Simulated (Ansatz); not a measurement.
Input and output for Ge(vinyl)2(NCO)2 (C₆H₆GeN₂O₂).

```yaml
crystal:
  periodic: [false, false, false]
  atoms:
    - {symbol: Ge, position_ang: [0.095719, -0.343966, -0.053363]}
    - {symbol: C, position_ang: [-0.202047, -0.709299, 1.825384]}
    - {symbol: C, position_ang: [-0.949060, 0.100727, 2.596632]}
    - {symbol: H, position_ang: [0.265242, -1.614923, 2.250577]}
    - {symbol: H, position_ang: [-1.425670, 1.007493, 2.186049]}
    - {symbol: H, position_ang: [-1.120251, -0.112101, 3.666205]}
    - {symbol: C, position_ang: [1.919678, -0.089760, -0.653034]}
    - {symbol: C, position_ang: [2.394478, 1.106844, -1.040834]}
    - {symbol: H, position_ang: [2.574845, -0.978827, -0.661490]}
    - {symbol: H, position_ang: [1.761380, 2.010538, -1.046361]}
    - {symbol: H, position_ang: [3.437230, 1.235848, -1.378041]}
    - {symbol: N, position_ang: [-0.869964, 1.184535, -0.425417]}
    - {symbol: C, position_ang: [-1.359864, 1.878626, -1.298150]}
    - {symbol: O, position_ang: [-1.864137, 2.602679, -2.084689]}
    - {symbol: N, position_ang: [-0.594090, -1.734098, -1.056766]}
    - {symbol: C, position_ang: [-1.577627, -2.418985, -1.276760]}
    - {symbol: O, position_ang: [-2.485872, -3.125332, -1.549942]}
basis:
  gaussian: {orbitals: def2-mTZVP, final_grid: {core_spheres: 8, valence_spheres: 7, degree: 23}}
hamiltonian: {xc: {name: wB97X}}
scf: {omitted_lower_state_checks: [starts]}
```

```sh
$ ansatz run in.yaml --threads 4 --pin off --events-out ev --progress --plain --max-ram 6963MiB
```

Output, abridged:

```
Functional definition: wB97X
2332 factors; their error is unknown
575 factors; integrals over basis functions are off by at most 1.7e-5 eV
mean field evaluation 1: about -69902.4361 eV, gradient 8.1e1 eV
mean field evaluation 2: about -69904.1415 eV, gradient 8.1e1 eV
mean field evaluation 4: about -69913.8297 eV, gradient 4.6e0 eV
mean field evaluation 8: about -69913.8686 eV, gradient 3.1e-1 eV
mean field evaluation 16: about -69913.9768 eV, gradient 1.3e-3 eV
mean field -69913.97682800 eV, -2569.2912590336 hartree, gradient 3.6e-5 eV, S^2 0.000000; 0 other end points of the search recorded, 0 dependent functions left out
reference -69913.97678646 eV, -2569.2912575069 hartree; 52, 52 occupied and 202, 202 virtual orbitals, 2332 factors
Total energy: -69913.97678646 eV, -2569.2912575069 hartree
Checks for a lower state left out: starts
```

Run time 13 s (4 threads of Arm Neoverse N1 on a shared host), peak host memory 1.1 GiB.
